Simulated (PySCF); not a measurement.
S$_{2}$, triplet, at a GFN2-xTB geometry, with bond 1-2 at 1.3 times its length. Base run: PBE/def2-SVP (PySCF).

Input for PySCF:
```python
from pyscf import gto, scf, dft

mol = gto.M(
    atom='''
S     0.000000    0.000000   -1.520034
S     0.000000    0.000000    0.950021
''',
    basis='def2-svp',
    charge=0,
    spin=2,
    verbose=4,
)

mf = dft.UKS(mol)
mf.xc = 'pbe'
mf.kernel()
mf.analyze()
```

Variants of this job, named by their change:

```
change                                       ΔE vs base (mEh)  SCF cycles  <S^2>               outcome
-------------------------------------------  ----------------  ----------  -----  --------------------
base                                                    0.000           7  2.001             converged
init_guess = 1e                                         0.000          10  2.001             converged
init_guess = atom                                       0.000           7  2.001             converged
solver = newton                                         0.000           -  2.001             converged
conv_tol = 1e-12                                        0.000           8  2.001             converged
init_guess = huckel                                     0.000           7  2.001             converged
level_shift = 0.1 (with mf.max_cycle = 100)             0.000           7  2.001             converged
solver = newton; init_guess = 1e                        114.8           -  2.003  another SCF solution
damp = 0.5; diis_start_cycle = 5                        0.000           8  2.001             converged
DIIS = ADIIS                                            0.000           8  2.001             converged
diis = off (with mf.max_cycle = 100)                        -         100      -         not converged
conv_tol = 1e-11                                        0.000           8  2.001             converged
level_shift = 0.3 (with mf.max_cycle = 100)             0.000           9  2.001             converged
```

A guess, shift, damping, solver or small numerical setting can't move a converged solution much, so rows marked as another SCF solution ended in a different state.

Open shells are given as the SCF converged; they aren't shown to be the lowest states, and a large step between rows can be another state.
